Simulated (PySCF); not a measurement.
NMR problem set

- coordinates at the GFN2-xTB level
- shieldings: GIAO PBE0/pcSseg-1
- run in PySCF 2.14.0 with density-fitted response routines
- in vacuum, single conformer, equivalent nuclei averaged, non-relativistic Hamiltonian

Referencing at the same level of theory: TMS for ¹H (31.72 ppm), ¹³C (186.93 ppm). Where no couplings were computed, multiplicities follow the n + 1 count of equivalent neighbours, and m marks all less simple cases (inequivalent or close neighbours, rings, F or P nearby). Shifts are as computed. Against solution values, carbons near 30 ppm lie about +3 ppm off and those near 130 ppm about +5 ppm; carbons on Cl a further +6 ppm. Of 1211 compounds with measured shifts, 218 miss one by over three times the rms of a fit or turn the order of signals round; such compounds aren't used in these exercises. Carbons bonded to Cl come out too deshielded.

Q: C6H11ClOSi2. ¹H NMR (400 MHz, computed): δ 7.39 (m, 1H), 6.87 (m, 1H), 5.67 (d, 1H), 4.78 (m, 1H), 4.54 (m, 1H), 3.89 (s, 3H), 2.11 (s, 3H). ¹³C{¹H} NMR (computed): δ 156.8 (CH), 156.2 (CH), 112.2 (C), 84.4 (C), 51.1 (CH3), 6.1 (CH3). What is it?

A: SMILES CC#C[SiH2]/C=C\[Si@@H](Cl)OC. Rings plus π bonds: 3 (no ring in the answer). 6 carbon signals for 6 carbons: no two carbons are equivalent. Carbon types of the structure: 2 × C, 2 × CH, 2 × CH3, leaving 3 H on heteroatoms. δC 156.8, 156.2: alkene CH; as expected for a trigonal carbon in a double bond. δC 112.2, 84.4: alkyne carbon. δC 51.1: methyl carbon bonded to O; deshielded by the electronegative neighbour. δC 6.1: propargylic methyl carbon; saturated and bonded to C and H only.

This is the structure that produced the data.

Q: C4H4Cl2O. ¹H NMR (600 MHz, computed): δ 6.82 (s, 1H), 2.13 (s, 3H). ¹³C{¹H} NMR (computed): δ 200.3 (C), 88.6 (CH), 37.3 (C), 9.4 (CH3). Identify the compound.

A: SMILES CC(=C=O)C(Cl)Cl. The formula gives 2 degrees of unsaturation (no ring in the answer). 4 carbon signals for 4 carbons: no two carbons are equivalent. Carbon types of the structure: 2 × C, 1 × CH, 1 × CH3, which accounts for all hydrogens. δC 200.3: central carbon of a ketene. δC 88.6: allylic sp3 CH bonded to 2 Cl; 2 electronegative neighbours deshield it. δC 9.4: allylic methyl carbon; a saturated carbon with 1 carbon neighbour and no heteroatom attached. δH 2.13: hydrogen on an allylic methyl carbon; allylic position.

The shifts were computed for this structure.
